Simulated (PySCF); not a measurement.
Input for PySCF: D3(BJ) and D4 dispersion corrections on FH2NSi (SMILES N[Si]F), a point of a torsion scan.

```python
from pyscf import gto
from pyscf.dispersion import dftd3, dftd4

mol = gto.M(
    atom='''
    N    -0.69402831   -0.09593533    0.23667807
    Si    0.87997955   -0.78809797    0.37959479
    F     1.19014757   -0.17292362    1.87224254
    H    -0.82575757    0.90540998    0.28002411
    H    -1.31958970   -0.47855155   -0.45585987
    ''',
    basis='def2-svp',
    charge=0, spin=0, verbose=0, max_memory=1800)
d3, d4 = {}, {}
for xc in ['hf', 'pbe', 'blyp', 'revpbe', 'tpss', 'r2scan', 'b3lyp', 'pbe0', 'bhlyp', 'camb3lyp', 'b2plyp']:
    d3[xc] = float(dftd3.DFTD3Dispersion(mol, xc=xc, version='d3bj', atm=False).get_dispersion()['energy'])
    print(f'D3(BJ) {xc:10s} {d3[xc]:14.8f} Eh')
for xc in ['hf', 'pbe', 'blyp', 'revpbe', 'tpss', 'r2scan', 'b3lyp', 'pbe0', 'bhlyp', 'camb3lyp', 'b2plyp']:
    d4[xc] = float(dftd4.DFTD4Dispersion(mol, xc={'camb3lyp': 'cam-b3lyp'}.get(xc, xc), atm=True).get_dispersion()['energy'])
    print(f'D4     {xc:10s} {d4[xc]:14.8f} Eh')
```

Output:

```
D3(BJ) hf            -0.02628682 Eh
D3(BJ) pbe           -0.00262032 Eh
D3(BJ) blyp          -0.00583960 Eh
D3(BJ) revpbe        -0.00686282 Eh
D3(BJ) tpss          -0.00330335 Eh
D3(BJ) r2scan        -0.00065437 Eh
D3(BJ) b3lyp         -0.00477832 Eh
D3(BJ) pbe0          -0.00223916 Eh
D3(BJ) bhlyp         -0.00384911 Eh
D3(BJ) camb3lyp      -0.00201942 Eh
D3(BJ) b2plyp        -0.00223455 Eh
D4     hf            -0.01041430 Eh
D4     pbe           -0.00260563 Eh
D4     blyp          -0.00598723 Eh
D4     revpbe        -0.00876605 Eh
D4     tpss          -0.00353356 Eh
D4     r2scan        -0.00056854 Eh
D4     b3lyp         -0.00427324 Eh
D4     pbe0          -0.00214401 Eh
D4     bhlyp         -0.00318671 Eh
D4     camb3lyp      -0.00215012 Eh
D4     b2plyp        -0.00178468 Eh
```

The run finished.

Cost: roughly 0.03 core-seconds.
